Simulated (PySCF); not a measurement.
propylene glycol (C3H8O2), singlet, at a GFN2-xTB geometry; M062X/6-31G (PySCF).

Input for PySCF:
```python
from pyscf import gto, scf, dft

mol = gto.M(
    atom='''
C     1.83324331    0.13638099    0.35090210
C     0.42691443    0.30654220   -0.21207806
O    -0.28124422    1.34971891    0.43155499
C    -0.38814764   -0.99223231   -0.10847029
O    -1.67642873   -0.82208827   -0.63781928
H     2.36667096    1.08275455    0.30757844
H     1.78849069   -0.19345144    1.38820166
H     2.38133734   -0.60316406   -0.22521041
H     0.47213216    0.61355869   -1.26229834
H    -0.25594914    1.19385292    1.38370519
H     0.09000513   -1.79465989   -0.67338889
H    -0.44945832   -1.29548663    0.95090902
H    -1.96390590    0.07140544   -0.40150486
''',
    basis='6-31g',
    verbose=5,
)

mf = dft.RKS(mol)
mf.xc = 'm062x'
mf.kernel()
mf.analyze()
```

The log (banner, timings and long lists left out):

```
PySCF version 2.14.0

[INPUT] verbose = 5
[INPUT] max_memory = 4000
[INPUT] num. atoms = 13
[INPUT] num. electrons = 42
[INPUT] charge = 0
[INPUT] spin (= nelec alpha-beta = 2S) = 0
[INPUT] symmetry False subgroup None
[INPUT] Mole.unit = angstrom
[INPUT] Symbol           X                Y                Z      unit          X                Y                Z       unit  Magmom
[...]
[INPUT] ---------------- BASIS SET ----------------
[INPUT] l, kappa, [nprim/nctr], expnt,             c_1 c_2 ...
[INPUT] C
[...]
                                457.36951         0.0140373
                                103.94869         0.0688426
                                29.210155         0.2321844
                                9.286663          0.4679413
                                3.163927          0.362312
[...]
                                1.8812885         -0.1608542
                                0.5442493         1.1434564
[...]
                                1.8812885         0.316424
                                0.5442493         0.7443083
[...]
[INPUT] H
[...]
                                2.8253937         0.23472695
                                0.6401217         0.81375733
[...]
[INPUT] O
[...]
                                825.23495         0.0139501
                                188.04696         0.0684451
                                52.9645           0.2327143
                                16.89757          0.470193
                                5.7996353         0.3585209
[...]
                                3.5999336         -0.1480263
                                1.0137618         1.130767
[...]
                                3.5999336         0.3397528
                                1.0137618         0.7271586
[...]
nuclear repulsion = 195.328208364368
number of shells = 41
number of NR pGTOs = 142
number of NR cGTOs = 61
basis = 6-31g
ecp = {}

******** <class 'pyscf.dft.rks.RKS'> ********
method = RKS
initial guess = minao
damping factor = 0
level_shift factor = 0
DIIS = <class 'pyscf.scf.diis.CDIIS'>
diis_start_cycle = 1
diis_space = 8
diis_damp = 0
SCF conv_tol = 1e-09
SCF conv_tol_grad = None
SCF max_cycles = 50
direct_scf = True
direct_scf_tol = 1e-13
XC library pyscf.dft.libxc version 7.1.2
    S. Lehtola, C. Steigemann, M. J. T. Oliveira, and M. A. L. Marques,  SoftwareX 7, 1–5 (2018)
XC functionals = m062x
    Y. Zhao and D. G. Truhlar,  Theor. Chem. Acc. 120, 215 (2008)
    Y. Zhao and D. G. Truhlar,  Theor. Chem. Acc. 120, 215 (2008)
radial grids:
    Treutler-Ahlrichs [JCP 102, 346 (1995); DOI:10.1063/1.469408] (M4) radial grids

becke partition: Becke, JCP 88, 2547 (1988); DOI:10.1063/1.454033
pruning grids: <function nwchem_prune>
grids dens level: 3
symmetrized grids: False
atomic radii adjust function: <function treutler_atomic_radii_adjust>
small_rho_cutoff = 0
Set gradient conv threshold to 3.16228e-05
Initial guess from minao.
atom C rad-grids = 75, ang-grids = [ 50  50  50  50  50  50  50  50  50  50  50  50  50  50  50  50  50  50
  50  50  50  50  86  86  86  86  86  86  86  86  86  86 266 266 266 266
 266 266 302 302 302 302 302 302 302 302 302 302 302 302 302 302 302 302
 302 302 302 302 266 266 266 266 266 266 266 266 266 266 266 266 266 266
 266 266 266]
atom O rad-grids = 75, ang-grids = [ 50  50  50  50  50  50  50  50  50  50  50  50  50  50  50  50  50  50
  50  50  50  50  50  86  86  86  86  86  86  86  86  86 266 266 266 266
 266 266 266 302 302 302 302 302 302 302 302 302 302 302 302 302 302 302
 302 302 302 302 302 266 266 266 266 266 266 266 266 266 266 266 266 266
 266 266 266]
atom H rad-grids = 50, ang-grids = [ 50  50  50  50  50  50  50  50  50  50  50  50  50  50  50  86  86  86
  86 266 266 266 266 266 302 302 302 302 302 302 302 302 302 302 302 302
 302 266 266 266 266 266 266 266 266 266 266 266 266 266]
tot_boxes 2912, boxes in each direction [14 12 11]
Padding 2 grids
tot grids = 148984
nelec by numeric integration = 41.97193704974761
E1 = -749.8307148549171  E2 = 284.4918319311991  Ecoul = 320.734122312398  Exc = -36.24229038119889
init E= -270.01067455935
cond(S) = 1030.0292426311455
[...]
  mo_energy =
[-19.85649859 -19.85326241 -10.65597895 -10.64874618 -10.64374024
  -1.42951867  -1.3427113   -1.07327635  -0.91099686  -0.79469471
  -0.65488803  -0.59286283  -0.58086451  -0.54809885  -0.5138748
  -0.47908496  -0.45458565  -0.42996594  -0.3850835   -0.36341944
  -0.32760624   0.04724305   0.07250619   0.11327504   0.11776868
   0.13319488   0.15562199   0.16683846   0.1855937    0.19087937
   0.21025393   0.2212235    0.24072696   0.52860548   0.55594726
   0.57171959   0.59428373   0.62857404   0.66053764   0.69058801
   0.70283429   0.75503868   0.83752693   0.86163924   0.86931932
   0.88644551   0.92332082   0.93224223   0.95351685   0.96226263
   0.9752323    0.99629414   1.03118569   1.08931376   1.13211519
   1.1793282    1.27111018   1.36595716   1.53059247   1.75201489
   1.85913867]
nelec by numeric integration = 42.000013659253284
E1 = -755.5077711680881  E2 = 290.93294531154015  Ecoul = 327.6304518287693  Exc = -36.69750651722914
cycle= 1 E= -269.24661749218  delta_E= 0.764  |g|= 0.722  |ddm|= 3.04
[...]
  mo_energy =
[-19.34557483 -19.2915524  -10.69211822 -10.64765374 -10.49450497
  -1.10409183  -1.04166333  -0.87686406  -0.77714281  -0.70099035
  -0.57821835  -0.54704547  -0.51595937  -0.50121613  -0.47226765
  -0.45660896  -0.43933442  -0.33237321  -0.29288681  -0.27833944
  -0.23099608   0.10167459   0.14899823   0.15491086   0.17466799
   0.19319169   0.20267207   0.21340259   0.22870622   0.26462349
   0.28052037   0.2976889    0.32016197   0.59158834   0.61074644
   0.61416368   0.63633888   0.65983534   0.71618632   0.74014367
   0.75780589   0.80133123   0.91644188   0.93807324   0.95940429
   0.97843718   1.00724046   1.01685391   1.02626766   1.04947972
   1.07022088   1.18442793   1.19482772   1.27130945   1.30105683
[...]
converged SCF energy = -269.356533188389
Total Energy =                        -269.356533188388710
[...]
0 C 3s           0.02054  -0.00883   0.66025  -0.27633  -0.11429
0 C 2px         -0.02047  -0.01410   0.05784  -0.04843  -0.02493
0 C 2py          0.03126  -0.00404  -0.01106  -0.00336   0.00445
0 C 2pz         -0.02316  -0.02868   0.02950  -0.00455  -0.01058
0 C 3px         -0.03702  -0.03776  -0.16782   0.02950  -0.03507
0 C 3py         -0.07290  -0.07670  -0.12068  -0.10263   0.01627
0 C 3pz          0.00819  -0.02761   0.00058   0.02024   0.06022
1 C 1s           0.00145   0.00164  -0.00033   0.00247   0.00162
1 C 2s          -0.02736  -0.03289   0.00909   0.00530  -0.02711
1 C 3s           0.26435   0.29646  -0.05880   0.52789   0.48612
1 C 2px         -0.02097  -0.01683   0.07408  -0.01970   0.03105
1 C 2py          0.05308   0.01836   0.01807   0.06583  -0.03804
1 C 2pz          0.04700   0.02370   0.00348  -0.05009  -0.05896
1 C 3px          0.17695   0.05450  -0.05578  -0.10432   0.08046
1 C 3py         -0.22785   0.01881   0.01708   0.02689  -0.03649
1 C 3pz          0.01578   0.24170  -0.06160  -0.14593   0.00226
2 O 1s          -0.00005   0.00005  -0.00009   0.00113  -0.00224
2 O 2s          -0.02406   0.01016   0.00454  -0.00363   0.04661
2 O 3s           0.06465   0.03868  -0.02706   0.30068  -0.66611
2 O 2px         -0.01662   0.00565   0.00020   0.00139   0.01541
2 O 2py          0.01559  -0.00454  -0.00482  -0.00768  -0.02392
2 O 2pz         -0.00509   0.01354  -0.00167   0.02263  -0.00511
2 O 3px          0.18019  -0.16570  -0.18450   0.14032  -0.11596
2 O 3py          0.14462  -0.15080  -0.05255  -0.21617   0.16374
2 O 3pz         -0.70786  -0.16800   0.07597   0.24422   0.14740
3 C 1s          -0.00043  -0.00047  -0.00263  -0.00130  -0.00000
3 C 2s          -0.01044  -0.01146  -0.01024  -0.00370   0.00575
3 C 3s          -0.16177  -0.06466  -0.55951  -0.26677  -0.16584
3 C 2px         -0.00232   0.08776   0.01081   0.04289  -0.03546
3 C 2py          0.05962  -0.00271   0.04106   0.04077   0.02698
3 C 2pz         -0.00300  -0.03378   0.00560   0.02755  -0.02251
3 C 3px         -0.12383  -0.06291  -0.17938   0.06144  -0.01605
3 C 3py          0.02352  -0.12459   0.00388  -0.04800   0.04578
3 C 3pz          0.09580  -0.24069  -0.04418   0.07934   0.04423
4 O 1s          -0.00036  -0.00012  -0.00025  -0.00114   0.00117
4 O 2s           0.01679   0.02429  -0.00413   0.01320  -0.01829
4 O 3s          -0.14956  -0.10157  -0.03945  -0.30383   0.34047
4 O 2px         -0.02134   0.01890  -0.00008   0.00402  -0.01678
4 O 2py          0.01609   0.00319  -0.01404  -0.01308   0.00918
4 O 2pz          0.00657   0.01679  -0.00460  -0.00219  -0.00202
4 O 3px          0.24154  -0.39712  -0.10808  -0.14031   0.12880
4 O 3py         -0.01804   0.62035  -0.12119  -0.23522  -0.02822
4 O 3pz         -0.23139   0.20816  -0.02662  -0.10621   0.09961
5 H 1s          -0.02110   0.00456  -0.00807   0.01076   0.00845
5 H 2s           0.02757  -0.01803   0.11844  -0.08240  -0.02959
6 H 1s           0.02586   0.01919  -0.01099  -0.00130   0.01303
6 H 2s          -0.05252  -0.03342   0.14074  -0.03783  -0.04628
7 H 1s           0.02594  -0.00891  -0.00454   0.01241   0.00382
7 H 2s          -0.03927   0.01513   0.12518  -0.07277  -0.03095
8 H 1s           0.05587   0.03173  -0.00930  -0.03783  -0.02772
8 H 2s          -0.13090  -0.07077   0.03069   0.20882   0.13076
9 H 1s          -0.03502  -0.02262   0.00280   0.01581  -0.03926
9 H 2s          -0.14611   0.07053  -0.00127   0.15731  -0.05117
10 H 1s          0.04459  -0.05678   0.00622   0.01607   0.01101
10 H 2s         -0.15263   0.15826  -0.12353  -0.09003  -0.05023
11 H 1s          0.00809   0.03366  -0.00432  -0.01037   0.02025
11 H 2s         -0.01462  -0.14364  -0.08449  -0.00745  -0.07529
12 H 1s         -0.05283   0.03630   0.00485  -0.02512   0.01031
12 H 2s          0.05473   0.07521  -0.07440  -0.11732   0.09044
               #61
0 C 1s           0.00054
0 C 2s          -0.00009
0 C 3s           0.10890
0 C 2px          0.01396
0 C 2py         -0.00317
0 C 2pz          0.00584
0 C 3px         -0.04207
0 C 3py          0.05869
0 C 3pz          0.00971
1 C 1s           0.00001
1 C 2s          -0.01057
1 C 3s           0.02767
1 C 2px          0.02563
1 C 2py         -0.03692
1 C 2pz         -0.01532
1 C 3px         -0.08752
1 C 3py         -0.01666
1 C 3pz         -0.06444
2 O 1s          -0.00165
2 O 2s           0.02220
2 O 3s          -0.44969
2 O 2px          0.00493
2 O 2py         -0.01376
2 O 2pz         -0.01869
2 O 3px         -0.07106
2 O 3py          0.18430
2 O 3pz          0.02345
3 C 1s           0.00074
3 C 2s          -0.01797
3 C 3s           0.27957
3 C 2px          0.06453
3 C 2py         -0.02239
3 C 2pz          0.03837
3 C 3px          0.00134
3 C 3py          0.09247
3 C 3pz          0.05533
4 O 1s          -0.00259
4 O 2s           0.04490
4 O 3s          -0.72569
4 O 2px          0.02699
4 O 2py         -0.00158
4 O 2pz          0.01023
4 O 3px         -0.22361
4 O 3py         -0.04751
4 O 3pz         -0.11369
5 H 1s           0.00113
5 H 2s           0.01741
6 H 1s          -0.00246
6 H 2s           0.02085
7 H 1s          -0.00551
7 H 2s           0.02845
8 H 1s           0.00064
8 H 2s           0.00883
9 H 1s          -0.01377
9 H 2s          -0.11071
10 H 1s         -0.01286
10 H 2s          0.06702
11 H 1s         -0.01762
11 H 2s          0.08710
12 H 1s         -0.03704
12 H 2s         -0.07475
 ** Mulliken pop on meta-lowdin orthogonal AOs  **
 ** Mulliken pop  **
 ** Mulliken atomic charges  **
charge of    0C =     -0.34122
charge of    1C =      0.10242
charge of    2O =     -0.52093
charge of    3C =     -0.01432
charge of    4O =     -0.51897
charge of    5H =      0.12188
charge of    6H =      0.10081
charge of    7H =      0.11877
charge of    8H =      0.12093
charge of    9H =      0.31249
charge of   10H =      0.11922
charge of   11H =      0.07970
charge of   12H =      0.31922
Dipole moment(X, Y, Z, Debye):  2.23520,  0.11074,  1.93186
```
